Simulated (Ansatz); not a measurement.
C$_{2}$H$_{8}$O$_{2}$Si (`COC(O)[SiH3]`), relaxed with RKS PBE-D4/def2-SVP in the Gaussian-basis code of Ansatz from a rough embedded geometry. The force threshold is 0.03 eV/Å; the program also tests the step.

The species carries charge 0 and has multiplicity 1.

Start:

```xyz
13

C     0.727   -1.856    0.030
O    -0.073   -0.925   -0.557
C    -0.131    0.263    0.189
O    -1.017    0.154    1.368
Si   -0.638    1.828   -0.884
H     0.736   -2.805   -0.576
H     0.320   -2.182    1.040
H     1.738   -1.539    0.189
H     0.904    0.559    0.593
H    -0.395   -0.241    2.057
H     0.387    2.020   -1.971
H    -1.980    1.714   -1.446
H    -0.577    3.008   -0.030
```

Question: By how much does the energy fall, and how many steps does the optimiser take? (An estimate is asked.)

Answer: Computed: 33.14 kJ/mol, in 7 steps.

Question: Which bonds change most? (Estimate.)

Answer: Ansatz gave: C3–O4 from 1.479 to 1.416 Å; C1–O2 from 1.360 to 1.413 Å; C1–H8 from 1.071 to 1.119 Å; Si5–H13 from 1.458 to 1.504 Å.

Question: Give the relaxed structure. (An estimate is asked.)

Answer: The calculation gave: 
```xyz
13

C     0.675   -1.902    0.030
O     0.110   -0.765   -0.591
C     0.021    0.369    0.247
O    -0.890    0.216    1.321
Si   -0.634    1.795   -0.864
H     0.761   -2.696   -0.737
H     0.039   -2.286    0.861
H     1.696   -1.687    0.436
H     1.045    0.609    0.648
H    -0.414   -0.159    2.085
H     0.276    1.984   -2.046
H    -2.019    1.457   -1.331
H    -0.667    3.065   -0.059
```
